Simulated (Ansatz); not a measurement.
Reaction (formal exchange of groups at the Si–S bond): `N[SiH2]S[SiH](N)F` + SiH₄ → `N[SiH2][SiH3]` + `N[SiH](F)S`

Isolated molecules relaxed with PBE0-D4/def2-TZVP in Ansatz; ΔE leaves out vibrations. CBS: MP2 limit from def2 TZ/QZ plus the TZ coupled-cluster correction, frozen cores. This one scheme is used for every species. Functionals use def2-TZVPP. One conformer a species, not always the lowest.

`N[SiH2]S[SiH](N)F`:

```xyz
13

N    -0.443   -1.463   -1.291
Si    1.133   -0.942   -0.896
S     1.509   -0.428    1.179
Si   -0.244    0.683    1.532
N    -0.599    1.637    0.160
F    -1.544   -0.228    1.732
H    -1.179   -0.772   -1.251
H    -0.769   -2.348   -0.934
H     1.456    0.241   -1.726
H     2.089   -2.046   -1.144
H    -0.070    1.383    2.824
H    -1.478    2.130    0.105
H     0.139    2.153   -0.292
```

SiH₄:

Cartesian coordinates in Å:
```
Si 0.000 0.000 0.000
H 0.707 0.090 -1.302
H 0.057 1.316 0.685
H 0.653 -1.029 0.848
H -1.417 -0.377 -0.231
```

`N[SiH2][SiH3]`:

Z-matrix (Å, degrees):
```
Si
Si 1 2.341
N 1 1.724 2 108.6
H 1 1.497 2 108.1 3 -126.1
H 1 1.488 2 110.7 3 117.7
H 2 1.489 1 110.3 3 173.7
H 2 1.491 1 110.1 3 54.6
H 2 1.488 1 111.4 3 -65.4
H 3 1.008 1 119.6 2 167.4
H 3 1.007 1 119.6 2 -50.6
```

`N[SiH](F)S`:

Z-matrix (Å, degrees):
```
Si
F 1 1.602
S 1 2.122 2 106.4
N 1 1.688 2 115.9 3 -117.7
H 1 1.477 2 105.1 3 123.0
H 3 1.344 1 93.8 2 29.0
H 4 1.006 1 122.0 2 -87.7
H 4 1.006 1 122.7 2 73.2
```

```tsv
level	ΔE (eV)
r2SCAN-D4	0.86
PBE0-D4	0.80
ωB97X-V	0.83
B2PLYP	0.82
PBE	0.69
HF/def2-TZVPP	0.82
CCSD(T)/def2-TZVPP	0.85
MP2/CBS(def2)	0.97
```

**Question.** What does CCSD(T)/CBS give? (Best estimate.)

**Answer.** The calculation gave: +0.86 eV. The listed levels differ from it by 0.00, -0.06, -0.03, -0.04, -0.17, -0.04, -0.01, 0.11 eV.

Largest T1 diagnostic among the species: 0.011.

From PBE to PBE0 (25 % exact exchange), in def2-TZVPP and without D4, ΔE moves by +0.04 eV. In def2-TZVPP, CCSD(T) changes the Hartree–Fock value by +0.03 eV (the triples alone add +0.03 eV) and MP2 by +0.15 eV.
